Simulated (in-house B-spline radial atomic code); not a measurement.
Successive ionisation energies of barium; each step leads to the configuration of the next row (after the last: bare). Dirac energy differences include first-order Breit, QED and recoil terms. NIST's values go from ground level to ground level; the uncertainty of those that are theory runs from under 0.1 % in few-electron ions to several per cent in heavy many-electron ones. Computed with a B-spline radial code for spherical atoms: Dirac-Hartree-Fock, average of the configuration, finite nuclei.

| ion | configuration | ionisation energy (eV) | tabulated value (eV) | computed minus tabulated (eV) | highest orbital | largest mean radius (bohr) |
| --- | --- | --- | --- | --- | --- | --- |
| Ba45+ | [Ne] 3s1 | 3640.3 | 3640 | 0 | 3s1/2 | 0.25791 |
| Ba46+ | [He] 2s2 2p6 | ? | ? | ? | ? | ? |
| Ba47+ | [He] 2s2 2p5 | 8707.5 | 8565 | 142 | 2p3/2 | 0.10641 |
| Ba48+ | [He] 2s2 2p4 | 8961.0 | 8831 | 130 | 2p3/2 | 0.1058 |
| Ba49+ | [He] 2s2 2p3 | 9217.6 | 9077 | 141 | 2p3/2 | 0.1052 |
| Ba50+ | [He] 2s2 2p2 | ? | ? | ? | ? | ? |
| Ba51+ | [He] 2s2 2p1 | 9740.2 | 10023 | -283 | 2p3/2 | 0.10402 |
| Ba52+ | [He] 2s2 | 10376.7 | 10376 | 1 | 2s1/2 | 0.10343 |
| Ba53+ | [He] 2s1 | 10616.1 | 10616.42 | 0 | 2s1/2 | 0.10287 |
| Ba54+ | 1s2 | ? | ? | ? | ? | ? |
| Ba55+ | 1s1 | 44561.5 | 44561.63 | 0 | 1s1/2 | 0.025229 |

Question: Fill in the row of Ba46+.

Answer: ionisation energy (eV): 8457.1; tabulated value (eV): 8326; computed minus tabulated (eV): 131; highest orbital: 2p3/2; largest mean radius (bohr): 0.10702.

Question: Fill in the row of Ba50+.

Answer: ionisation energy (eV): 9477.3; tabulated value (eV): 9739; computed minus tabulated (eV): -262; highest orbital: 2p3/2; largest mean radius (bohr): 0.10461.

Question: Fill in the row of Ba54+.

Answer: ionisation energy (eV): 43482.4; tabulated value (eV): 43485.37; computed minus tabulated (eV): -3; highest orbital: 1s1/2; largest mean radius (bohr): 0.025414.

Question: Where is the largest jump?

Answer: From Ba53+ to Ba54+, by a factor of 4.10 (10616 to 43482 eV); the highest orbital goes from 2s1/2 to 1s1/2.

Where a p, d or f electron is removed, the computed value is a mean over both j, so it misses the tabulated one by a part of the spin-orbit splitting; averaging over terms and missing correlation add to the gap, relatively most at low charge.
